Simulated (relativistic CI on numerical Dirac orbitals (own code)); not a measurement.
## What each ingredient does to the levels of Zn8+

Base calculation: Dirac-Coulomb-Breit CI, separate exchange-only KLI orbitals for each configuration, a model potential for QED, unscaled Slater integrals.

Configuration list (outside the closed core [Ne]): 3s2.3p6.3d4, 3s2.3p5.3d5, 3s2.3p6.3d3.4s, 3s.3p6.3d5, 3s2.3p6.3d3.4p, 3s2.3p6.3d3.4d, 3s2.3p6.3d2.4s.4p, 3s2.3p6.3d3.4f, 3s2.3p6.3d3.5s, 3s2.3p6.3d3.5p, 3s2.3p6.3d2.4p.4d, 3s2.3p6.3d2.4s2, 3s2.3p6.3d.4s2.4p, 3s2.3p6.3d.4s2.4d, 3s2.3p6.3d.4s2.4f, 3p6.3d6, 3p5.3d7, 3s2.3p6.3d2.4p2, 3s2.3p6.3d.4s.4p2, 3s2.3p6.3d.4p3, 3s2.3p6.3d.4p2.4d, 3s2.3p6.3d.4p2.4f. Double excitations out of closed p, d and f shells are left out; levels of such configurations are missing from the list, as are those of other unlisted configurations, and high levels can miss mixing partners.

Variants: (1) valence Slater integrals scaled by 0.9; (2) Breit term removed; (3) non-relativistic limit. Shifts of the energy above 3s2.3p6.3d4 5D_0, in cm⁻¹, for the lowest level and the first level of each name with at least 55 % of one term (blank where a level changes its place among those of its configuration and J or its character, or is not in the variant):

```
           Level     Base     Δ(1)    Δ(2)     Δ(3)
3s2.3p6.3d4 5D_0      0.0      0.0     0.0      0.0
3s2.3p6.3d4 5D_1    482.9    +12.5   +63.5   -482.9
3s2.3p6.3d4 5D_2   1366.2    +23.7  +185.6  -1366.2
3s2.3p6.3d4 5D_3   2554.8    +24.0  +359.5  -2554.8
3s2.3p6.3d4 5D_4   3969.5     +9.5  +582.5  -3969.5
3s2.3p6.3d4 3P_0  39859.9  -4099.1  -182.5  +2549.6
3s2.3p6.3d4 3H_4  40398.4  -4047.4  +266.6   -687.0
3s2.3p6.3d4 3H_5  41466.3  -4010.0  +519.1  -1754.8
3s2.3p6.3d4 3H_6  42442.9  -4009.6  +807.7  -2731.5
3s2.3p6.3d4 3P_1  42828.5  -4076.0   +72.7   -419.0
3s2.3p6.3d4 3F_3  45190.7  -4294.8  +250.8  -1566.3
3s2.3p6.3d4 3F_2  45302.2  -4239.6  +263.4         
3s2.3p6.3d4 3F_4  45649.1  -4249.7  +401.1  -2024.7
3s2.3p6.3d4 3P_2  47203.2  -4119.8  +484.3         
3s2.3p6.3d4 3G_3  49983.6  -4566.8  +377.1  -2084.4
3s2.3p6.3d4 3G_4  50810.9  -4627.9  +563.9  -2911.8
3s2.3p6.3d4 3G_5  51562.8  -4622.6  +743.3  -3663.7
3s2.3p6.3d4 1I_6  61487.5  -5887.6  +764.9  -2296.7
3s2.3p6.3d4 3D_3  61548.2  -5583.0  +365.6  -2136.8
3s2.3p6.3d4 3D_2  61978.5  -5585.5  +363.7  -2567.0
3s2.3p6.3d4 1G_4  62306.7  -5492.6  +600.0  -3410.3
3s2.3p6.3d4 3D_1  62552.8  -5556.8  +321.2  -3141.3
```

At this charge configurations can still be misplaced by up to about 7 % of their energy. Terms inside the open d or f shell come out 10 to 20 % too wide with unscaled integrals.

Ionisation energy from the two ground configurations alone: base 203.139 eV; valence Slater integrals scaled by 0.9 202.906 eV. The NIST ASD value (semi-empirical) is 203 eV.
